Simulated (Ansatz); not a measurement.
# Telling isomers of FH7PSiSn+ apart by their spectra

These gas-phase data were calculated for one isomer of FH7PSiSn+ at B3LYP-D3(BJ)/def2-SVP (harmonic, unscaled wavenumbers; equilibrium rotational constants with average atomic masses):

| Item | Value |
| --- | --- |
| rotational constants | 2.106, 1.726, 0.9843 GHz |
| all wavenumbers above 1500 cm⁻¹ | 2519, 2511, 2479, 2313, 2282, 1958, 1937 |

Candidates:

(1) `F[SiH2][SnH2][PH3+]`, a singlet
(2) `F[SiH2][PH2+][SnH3]`, a singlet

Question: Which structure fits?

Answer: Candidate (1). 2 modes lie between 1650 and 2000 cm⁻¹, one for each Sn–H bond, while (2) has 3.

The same quantities for all candidates:

|  | rotational constants (GHz) | wavenumbers above 1500 cm⁻¹ | E above the lowest, B3LYP-D3(BJ)/def2-SVP (kcal/mol) |
| --- | --- | --- | --- |
| (1) | 2.106, 1.726, 0.9843 | 2519, 2511, 2479, 2313, 2282, 1958, 1937 | 0.0 |
| (2) | 4.164, 0.8906, 0.7554 | 2489, 2467, 2337, 2304, 1996, 1994, 1962 | 1.9 |

Each candidate is one conformer. Atoms past krypton carry core potentials. Programs: Ansatz 0.2.0.
